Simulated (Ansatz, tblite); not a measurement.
Spin states of AgBr2⁻ (the lowest singlet isomer of a short search), each relaxed with PBE-D4/def2-TZVPD in Ansatz. Electronic energies in the gas phase.

In the def2 sets Ag takes a core potential, while STO-3G treats all electrons; there is no spin–orbit coupling. The xTB rows come from tblite. HSE06 is defined as in plane-wave codes, on full-range PBE exchange. Correlated methods freeze 18 core orbitals; core or outer-core shells of Ag, Br are correlated, in sets that lack core-valence functions. HOMO above LUMO, or a gap near zero within one spin, warns that the state may not be the lowest or that an electron is smeared out. The structure comes from a short search, and lower isomers may exist.

Singlet geometry (D∞h within 0.1 Å):

| atom | x (Å) | y (Å) | z (Å) |
| --- | --- | --- | --- |
| Ag1 | 0.000 | 0.000 | 0.000 |
| Br2 | -1.887 | -1.588 | -0.132 |
| Br3 | 1.887 | 1.588 | 0.132 |

Triplet geometry (C2v within 0.1 Å):

```xyz
3

Ag    0.9061    0.5021   -0.7648
Br   -0.1140   -1.8605   -0.2725
Br   -0.7921    1.3584    1.0373
```

Quintet geometry (D∞h within 0.1 Å):

Cartesian coordinates in Å:
```
Ag 0.001 0.003 -0.004
Br 1.103 1.208 -2.381
Br -1.104 -1.210 2.384
```

Run but left out: LDA (SPW92)/def2-TZVPD (quintet: an occupied level 0.06 eV above an empty one).

Only these spin states were relaxed.

Second-order perturbation terms are unreliable where d shells bring near-degenerate states, and here PBE-QIDH/def2-TZVPD lies more than 0.4 eV from the median of the functionals without such a term.

Question: Estimate which spin state lies lowest at each of these levels, and by how much: GFN1-xTB; GFN2-xTB; HF/STO-3G; HF/def2-TZVPD; PBE-D4/def2-TZVPD; revPBE-D4/def2-TZVPD; r2SCAN-D4/def2-TZVPD; PBE0-D4/def2-TZVPD; HSE06-D4/def2-TZVPD; CAM-B3LYP-D4/def2-TZVPD; PBE-QIDH/def2-TZVPD; RPA@PBE/def2-TZVPD.

Answer: 
| level | triplet − singlet (kcal/mol) | quintet − singlet (kcal/mol) | lowest of these | remarks |
| --- | --- | --- | --- | --- |
| GFN1-xTB | 81.5 | 228.6 | singlet | – |
| GFN2-xTB | 89.6 | 244.9 | singlet | – |
| HF/STO-3G | 1.0 | 122.4 | singlet | HOMO above zero (quintet), HOMO above zero (singlet), HOMO above zero (triplet) |
| HF/def2-TZVPD | 88.8 | 194.7 | singlet | HOMO above zero (quintet) |
| PBE-D4/def2-TZVPD | 72.7 | 211.5 | singlet | HOMO above zero (quintet), HOMO above zero (triplet), gap within one spin near zero (quintet) |
| revPBE-D4/def2-TZVPD | 71.3 | 208.5 | singlet | HOMO above zero (quintet), HOMO above zero (triplet), gap within one spin near zero (quintet) |
| r2SCAN-D4/def2-TZVPD | 74.7 | 219.5 | singlet | HOMO above zero (quintet), HOMO above zero (triplet) |
| PBE0-D4/def2-TZVPD | 80.4 | 225.6 | singlet | HOMO above zero (quintet) |
| HSE06-D4/def2-TZVPD | 80.2 | 224.9 | singlet | HOMO above zero (quintet), HOMO above zero (triplet) |
| CAM-B3LYP-D4/def2-TZVPD | 84.1 | 230.4 | singlet | HOMO above zero (quintet) |
| PBE-QIDH/def2-TZVPD | 88.8 | 235.3 | singlet | – |
| RPA@PBE/def2-TZVPD | 76.8 | 207.0 | singlet | – |

Change of the quintet − singlet gap on mixing in exact exchange, in kcal/mol: PBE to PBE0 (25 % exact exchange) 14.2. The xTB methods have no spin-polarisation term.

| state | donor atoms | mean metal–ligand distance (Å) | range (Å) | Mulliken spin on the metal (PBE0) |
| --- | --- | --- | --- | --- |
| singlet | 2 | 2.470 | 2.47–2.47 | 0 |
| triplet | 2 | 2.620 | 2.62–2.62 | 1.24 |
| quintet | 2 | 2.891 | 2.88–2.90 | 2.12 |

⟨S²⟩ at PBE0-D4/def2-TZVPD: singlet 0.00 (pure 0.00), triplet 2.01 (pure 2.00), quintet 6.01 (pure 6.00).
